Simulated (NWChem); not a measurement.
A series in which one site is exchanged, each optimised at PBE0/def2-SVP with NWChem, gas phase unless a solvent is named. Some are not confirmed as minima by frequencies. def2 effective core potentials on Cd, Te, I; no spin-orbit coupling.

A: [CH3][Zn][I] (CH3IZn; site = Zn)
B: C[Te]I (CH$_{3}$ITe; site = Te)
C: [CH3][Cd][I] (CH3CdI; site = Cd)
D: C[Se]I (CH3ISe; site = Se)

Values for A:

- dipole (D), PBE0/def2-SVP = 2.30
- vertical ionisation energy, ΔSCF, CAM-B3LYP/def2-SVP (eV) = 10.24
- static polarisability, CAM-B3LYP/def2-SVPD (bohr³) = 74.7

**Question.** How do these values change for the other members?

**Answer.** 
```
change from A                                                  B      C      D
---------------------------------------------------------  -----  -----  -----
dipole (D), PBE0/def2-SVP                                  -0.24  +0.49  -0.47
vertical ionisation energy, ΔSCF, CAM-B3LYP/def2-SVP (eV)  -2.07  -0.74  -1.67
static polarisability, CAM-B3LYP/def2-SVPD (bohr³)         +17.2   +8.6   +3.5
```
